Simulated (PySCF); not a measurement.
Simulated characterisation data

- NMR shieldings at PBE0/pcSseg-1/GIAO
- structure optimised with GFN2-xTB
- code: PySCF 2.14
- isolated molecule, equivalent nuclei averaged, non-relativistic, one conformer

δ = σ(ref) − σ, references computed at the same level: TMS for ¹H (31.72 ppm), ¹³C (186.93 ppm). Where no couplings were computed, multiplicities follow the n + 1 count of equivalent neighbours, and m marks all less simple cases (inequivalent or close neighbours, rings, F or P nearby). Shifts are as computed. Against solution values, carbons near 30 ppm lie about +3 ppm off and those near 130 ppm about +5 ppm. Of 1211 compounds with measured shifts, 218 miss one by over three times the rms of a fit or turn the order of signals round; such compounds aren't used in these exercises.

**1.** SMILES O(C)c1ccoc1, C₅H₆O₂. ¹H NMR (400 MHz, computed): δ 7.33 (m, 1H), 7.00 (m, 1H), 6.45 (m, 1H), 3.83 (s, 3H). ¹³C{¹H} NMR (computed): δ 159.6, 146.6, 125.2, 110.8, 58.4.

**2.** `C=C(C=C)OC=O`, C₅H₆O₂. ¹H NMR (400 MHz, computed): δ 8.33 (s, 1H), 6.36 (m, 1H), 6.05 (br s, 1H), 6.05 (m, 1H), 5.55 (m, 1H), 5.47 (br s, 1H). ¹³C{¹H} NMR (computed): δ 162.7 (CH), 157.9 (C), 140.3 (CH), 122.5 (CH2), 114.4 (CH2).

**3.** `InChI=1S/C5H6O2/c1-3-4-5(6)7-2/h1-2H3`. ¹H NMR (400 MHz, computed): δ 3.85 (s, 3H), 2.14 (s, 3H). ¹³C{¹H} NMR (computed): δ 160.6 (C), 92.0 (C), 79.1 (C), 53.5 (CH3), 4.6 (CH3).
